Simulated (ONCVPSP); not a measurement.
What the settings do to the ONCV potential of Eu

Base potential:

```
Element                 : europium (Eu)
Generator               : ONCVPSP 4.0.1
Type                    : optimised norm-conserving Vanderbilt (ONCV)
Functional              : PBE
Relativity              : scalar-relativistic
Frozen core             : [Kr] 4d10 4f6
Valence charge          : 11
Reference configuration : 5s2 5p6 5d1 6s2
Partial waves           : 5s+6s: rc 2.25 bohr, ncon 5, nbas 10, qcut 4.6 1/bohr, 2 projectors; 5p: rc 2.45 bohr, ncon 5, nbas 10, qcut 7.1 1/bohr, 2 projectors, debl 1.2 Ha; 5d: rc 2.25 bohr, ncon 3, nbas 7, qcut 4.8 1/bohr, 1 projector
Local potential         : polynomial inside 1.70 bohr (lpopt 2, dvloc0 0 Ha)
Core correction         : none
```

Cutoffs, loose and tight: the cutoffs (Ha) at which the residual kinetic energy of the hardest occupied pseudo-wave falls to 1 and 0.1 mHa per electron. They do not see the model core or the augmentation charge, which bear on the density cutoff. Test errors are all-electron minus pseudo excitation energies from the reference, over the configurations 5s2 5p6 5d1 6s1; 5s2 5p6 5d1 6s0; 5s2 5p6 5d0 6s0; 5s2 5p6 5d1.5 6s1.5. A dash means not determined; rows that change the core or the reference have their own tests. The largest error is taken over the tests solved by every variant that gives reliable tests at all: 5s2 5p6 5d1 6s0; 5s2 5p6 5d1 6s1; 5s2 5p6 5d1.5 6s1.5.

| change | outcome | cutoff, loose | cutoff, tight | bound ghosts | GHOST(+) flags above zero | largest test error (meV) |
| --- | --- | --- | --- | --- | --- | --- |
| base | generated | 14 Ha | 23 Ha | none | s | +11 |
| all radii scaled by about 0.82 (s 1.84, p 2.00, d 1.84 bohr); local potential polynomial inside 1.38 bohr (lpopt 2, dvloc0 0 Ha) | generated | 34 Ha | 84 Ha | none | none | +14 |
| all radii scaled by about 0.90 (s 2.02, p 2.20, d 2.02 bohr); local potential polynomial inside 1.54 bohr (lpopt 2, dvloc0 0 Ha) | generated | 16 Ha | 65 Ha | none | s | +13 |
| all radii scaled by about 1.10 (s 2.48, p 2.70, d 2.48 bohr); local potential polynomial inside 1.86 bohr (lpopt 2, dvloc0 0 Ha) | generated | 12 Ha | 16 Ha | none | none | +9.9 |
| all radii scaled by about 1.23 (s 2.76, p 3.00, d 2.76 bohr); local potential polynomial inside 2.08 bohr (lpopt 2, dvloc0 0 Ha) | generated | 10 Ha | 14 Ha | none | none | +7.8 |
| all radii scaled by about 1.30 (s 2.92, p 3.18, d 2.92 bohr); local potential polynomial inside 2.22 bohr (lpopt 2, dvloc0 0 Ha) | generated, projector energies reset by the program | 9.8 Ha | 14 Ha | none | none | +5.6 |

Reading the sweep of the scale of all radii (base = 1) (base included, trends over the rows without a ghost): The loose cutoff falls from 34 Ha at 0.82 to 9.8 Ha at 1.3. A larger radius leaves more room for a smooth pseudo-wave, so fewer plane waves are needed; a smaller one forces it to follow the all-electron wave where it bends sharply.
